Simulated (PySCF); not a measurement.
# Orbital levels and atomic charges: C10H7F2N3

System: C10H7F2N3 (cyanobenzene emitter), SMILES CN(C)c1cc(C#N)c(F)c(F)c1C#N.

Cartesian coordinates (Å):
```
  1 C    -2.358   -0.434    0.864
  2 N    -1.432    0.263    0.002
  3 C    -1.981    1.407   -0.687
  4 C    -0.104   -0.009   -0.025
  5 C     0.823    0.976   -0.405
  6 C     2.189    0.735   -0.414
  7 C     3.077    1.777   -0.781
  8 N     3.776    2.632   -1.079
  9 C     2.687   -0.517   -0.039
 10 F     4.007   -0.749   -0.019
 11 C     1.794   -1.513    0.310
 12 F     2.257   -2.722    0.648
 13 C     0.412   -1.291    0.309
 14 C    -0.399   -2.418    0.567
 15 N    -1.006   -3.377    0.738
 16 H    -2.934   -1.187    0.320
 17 H    -3.049    0.292    1.296
 18 H    -1.831   -0.923    1.680
 19 H    -1.432    1.598   -1.607
 20 H    -1.967    2.308   -0.066
 21 H    -3.014    1.185   -0.952
 22 H     0.485    1.966   -0.661
```

Method: CAM-B3LYP/6-31G*, gas phase, PySCF, fitting set def2-universal-JFIT up to Ne and JKFIT beyond, grid level 1.

Give the orbital energies near the gap.


| orbital | eV |
| --- | --- |
| HOMO-4 | -11.37 |
| HOMO-3 | -11.11 |
| HOMO-2 | -10.12 |
| HOMO-1 | -9.15 |
| HOMO | -7.59 |
| LUMO | -1.21 |
| LUMO+1 | 0.66 |
| LUMO+2 | 1.82 |
| LUMO+3 | 2.11 |

Give the partial charges of the non-hydrogen atoms.


```tsv
atom	Mulliken	IAO	Hirshfeld
C1	-0.35	-0.29	-0.04
N2	-0.44	-0.17	-0.05
C3	-0.33	-0.30	-0.04
C4	0.38	0.15	0.07
C5	-0.24	-0.18	-0.06
C6	0.08	-0.05	0.02
C7	0.06	0.14	0.08
N8	-0.24	-0.21	-0.20
C9	0.29	0.25	0.07
F10	-0.28	-0.24	-0.07
C11	0.33	0.30	0.10
F12	-0.27	-0.23	-0.05
C13	-0.02	-0.13	-0.02
C14	0.05	0.14	0.07
N15	-0.26	-0.23	-0.21
```
